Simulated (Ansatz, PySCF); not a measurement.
Si(H)(Me)2(NH2) (C₂H₉NSi), SMILES [SiH](N)(C)C.

Coordinates come from a B3LYP-D3(BJ)/def2-SVP optimisation. The values are those of a single conformer.

Vertical ionisation energy (IE) and electron affinity (EA) in eV. Rows of orbital energies are one-electron estimates. Where ΔSCF, EOM or ADC give a negative EA the extra electron is unbound and the value depends on the basis.

| level | IE | EA |
|---|---|---|
| −ε(HOMO), −ε(LUMO), HF/def2-TZVP (PySCF) | 10.52 | -3.41 |
| −ε(HOMO), −ε(LUMO), PBE/def2-TZVP (PySCF) | 5.66 | -0.07 |
| ΔSCF, PBE0/def2-SVPD (Ansatz), final states of multiplicity 2 and 2 | 9.21 | -1.64 |
| ΔSCF, PBE/def2-SVPD (Ansatz), final states of multiplicity 2 and 2 | 8.95 | -1.45 |

Question: What vertical singlet–triplet gap does ΔSCF give with PBE0/def2-SVPD (Ansatz, a program for electronic structure) and with PBE/def2-SVPD (Ansatz)? (An estimate is asked for; the answer gives what the named calculation found.)

Answer: 5.94 and 5.68 eV (triplet above singlet where positive).
